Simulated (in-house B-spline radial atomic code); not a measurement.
Successive ionisation energies of rhenium; each step leads to the configuration of the next row (after the last: bare). Dirac energy differences include first-order Breit, QED and recoil terms. NIST's values go from ground level to ground level; the uncertainty of those that are theory runs from under 0.1 % in few-electron ions to several per cent in heavy many-electron ones. Computed with an all-electron radial atomic-structure program (B-spline basis): Dirac-Hartree-Fock, jj configuration that fills j = l - 1/2 first, finite nuclei.

A number in brackets counts the electrons of a j subshell.

```json
{"ion": "Re68+", "configuration": "[He] 2s2 2p1/2(2) 2p3/2(1)", "ionisation energy (eV)": "17123.5", "tabulated value (eV)": "17120", "tabulated kind": "tabulated theory", "computed minus tabulated (eV)": "3", "highest orbital": "2p3/2", "largest mean radius (bohr)": "0.073388"}
{"ion": "Re69+", "configuration": "[He] 2s2 2p1/2(2)", "ionisation energy (eV)": "?", "tabulated value (eV)": "?", "tabulated kind": "tabulated theory", "computed minus tabulated (eV)": "?", "highest orbital": "?", "largest mean radius (bohr)": "?"}
{"ion": "Re70+", "configuration": "[He] 2s2 2p1/2(1)", "ionisation energy (eV)": "19422.9", "tabulated value (eV)": "19420", "tabulated kind": "tabulated theory", "computed minus tabulated (eV)": "3", "highest orbital": "2p1/2", "largest mean radius (bohr)": "0.072743"}
{"ion": "Re71+", "configuration": "[He] 2s2", "ionisation energy (eV)": "19952.6", "tabulated value (eV)": "19950", "tabulated kind": "tabulated theory", "computed minus tabulated (eV)": "3", "highest orbital": "2s1/2", "largest mean radius (bohr)": "0.072401"}
{"ion": "Re72+", "configuration": "[He] 2s1", "ionisation energy (eV)": "20296.9", "tabulated value (eV)": "20297.4", "tabulated kind": "tabulated theory", "computed minus tabulated (eV)": "-1", "highest orbital": "2s1/2", "largest mean radius (bohr)": "0.072094"}
{"ion": "Re73+", "configuration": "1s2", "ionisation energy (eV)": "?", "tabulated value (eV)": "?", "tabulated kind": "tabulated theory", "computed minus tabulated (eV)": "?", "highest orbital": "?", "largest mean radius (bohr)": "?"}
{"ion": "Re74+", "configuration": "1s1", "ionisation energy (eV)": "83161.9", "tabulated value (eV)": "83162.41", "tabulated kind": "tabulated theory", "computed minus tabulated (eV)": "-1", "highest orbital": "1s1/2", "largest mean radius (bohr)": "0.017834"}
```

Fill in the row of Re69+.

ionisation energy (eV): 19002.7; tabulated value (eV): 19000; computed minus tabulated (eV): 3; highest orbital: 2p1/2; largest mean radius (bohr): 0.073087.

Fill in the row of Re73+.

ionisation energy (eV): 81551.6; tabulated value (eV): 81556.58; computed minus tabulated (eV): -5; highest orbital: 1s1/2; largest mean radius (bohr): 0.017939.

Where is the largest jump?

From Re72+ to Re73+, by a factor of 4.02 (20297 to 81552 eV); the highest orbital goes from 2s1/2 to 1s1/2.
